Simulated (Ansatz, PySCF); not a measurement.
The pair A = N2 (SMILES N#N) (first 2 atoms), B = CH4O (SMILES CO); geometry from B3LYP-D3(BJ)/def2-TZVP.
(charge 0, multiplicity 1):
```xyz
8

N      0.320     0.453    -0.179
N     -0.026     0.683     0.829
C      0.189    -0.328     4.315
O     -1.059     0.153     3.843
H      0.673    -0.999     3.596
H     -0.010    -0.892     5.226
H      0.882     0.485     4.558
H     -0.908     0.632     3.023
```

Correlated levels freeze the cores. Rows in 6-31G* carry no dispersion term and start afresh at each structure (6-31G* with six Cartesian d functions). MP2/6-31G* freezes PySCF's default core.

Run with Ansatz (a quantum-chemistry and plane-wave program) with Gaussian orbitals; PySCF for 6-31G* rows. Each number belongs to the level named beside it.

Total energies (hartree), monomers frozen at their geometry in the pair:

| structure | B3LYP/def2-TZVPPD | MP2/6-31G* | CCSD(T)/aug-cc-pVDZ |
|---|---|---|---|
| AB | -225.3550296 | -224.6002976 | -224.7508896 |
| A in the pair's basis | -109.5738905 | -109.2519464 | -109.2934402 |
| B in the pair's basis | -115.7804800 | -115.3469732 | -115.4558453 |
| A | -109.5737998 | -109.2512011 | -109.2927669 |
| B | -115.7804574 | -115.3460182 | -115.4554183 |

Question: Work out the interaction energy without and with the counterpoise correction, and the superposition error, for each level.

Answer: 
E(AB) − E(A) − E(B), times 627.509 kcal/mol, with the monomers in their own basis and then in the pair's basis:
- B3LYP/def2-TZVPPD: -0.48 uncorrected, -0.41 corrected; the monomers gain 0.07 kcal/mol from borrowed functions
- MP2/6-31G*: -1.93 uncorrected, -0.86 corrected; the monomers gain 1.07 kcal/mol from borrowed functions
- CCSD(T)/aug-cc-pVDZ: -1.70 uncorrected, -1.01 corrected; the monomers gain 0.69 kcal/mol from borrowed functions
